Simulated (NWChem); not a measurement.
**Correlation energy of H₃AlO₃**

```xyz
7

Al     0.0000     0.0000     0.0000
O      1.4664     0.8512     0.0000
H      1.5233     1.8076     0.0000
O     -1.4703     0.8444     0.0000
H     -2.3271     0.4157     0.0000
O      0.0038    -1.6956     0.0000
H      0.8033    -2.2235     0.0000
```
Charge 0, spin multiplicity 1.

The numbers come from NWChem runs, not from measurements. The geometry was optimised at PBE0/def2-SVP, a minimum by its harmonic frequencies. It is one conformer; others weren't searched.

Basis set: def2-SVP. Each correlation energy counts from its own Hartree-Fock reference.

The correlated methods keep 8 core orbitals frozen. The structure started from a generated list of species. No row is a measurement; the coupled-cluster row has its own basis-set and correlation limits.

For the correlation energy, CCSD+T(CCSD) gives -652.2 mHa and CR-CCSD[T] gives -649.4 mHa. What do CCSD, CCSD(T), CR-CCSD(T) give?

CCSD: -639.4 mHa; CCSD(T): -651.2 mHa; CR-CCSD(T): -648.6 mHa.
